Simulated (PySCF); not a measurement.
**Reading a saddle point**

A first-order saddle point of BH3OF2, singlet, PBE0-D4/def2-TZVP, with one imaginary mode of 1425i cm⁻¹:

```
atom    x (Å)    y (Å)    z (Å)
  B1  -0.3798  -0.3287  -0.1462
  H2   0.2736   0.1181  -1.2793
  F3  -0.4693  -1.6586  -0.1976
  F4  -1.5078   0.3873   0.0153
  H5   0.8474   0.3849  -0.4343
  O6   0.7586   0.1580   0.7745
  H7   0.4776   0.9391   1.2675
```

Computed with PySCF 2.14 with density fitting (its default auxiliary sets; JK sets also for MP2 and CCSD(T)) (basis: def2-TZVPP and def2-QZVPP); correlated methods freeze the cores. Extrapolation: Hartree–Fock as exp(−7.88 √X), correlation as X^−2.97.

Task: Which contacts change along the imaginary mode, and what lies on either side? (A judgement: the text doesn't fix the answer.)

Result: By the calculation: The step is BHF₂ ([F][BH][F]) + H₂O → BHOF₂ ([OH][B]([F])[F]) + H₂, with the molecules in contact on both sides. Shortening one way: B1–O6, H2–H5; lengthening the same way: B1–H2, H5–O6.
```
 pair  one side (Å)  saddle (Å)  other side (Å)
B1–O6          1.80        1.54            1.35
H2–H5          2.96        1.06            0.75
B1–H2          1.20        1.38            2.96
H5–O6          0.97        1.23            3.20
```

Task: Which side is lower, and how far does the saddle lie above each? (To be estimated.)

Result: Computed: The side with B1–O6, H2–H5 short is lower by 0.809 eV; the saddle lies 2.118 eV above it and 1.309 eV above the other (CCSD(T) at an estimated basis limit (MP2 extrapolated from triple and quadruple zeta, plus CCSD(T) − MP2 in triple zeta); electronic energies).

The T1 diagnostic stays at or below 0.013.

The step is the kind of ligand exchange by which a precursor binds to a hydroxyl group, or is hydrolysed, in atomic layer deposition of oxides.

Labels in which every atom is bracketed show which atoms are joined, not bond orders.

For scale, one of the runs: CCSD(T)/def2-TZVPP, 166 basis functions, launched by `OMP_NUM_THREADS=4 python run.py`. Time: 3.5 min of wall clock on 4 CPU threads of an Arm Neoverse V1; the host was shared. Peak host memory: 1.8 GiB.
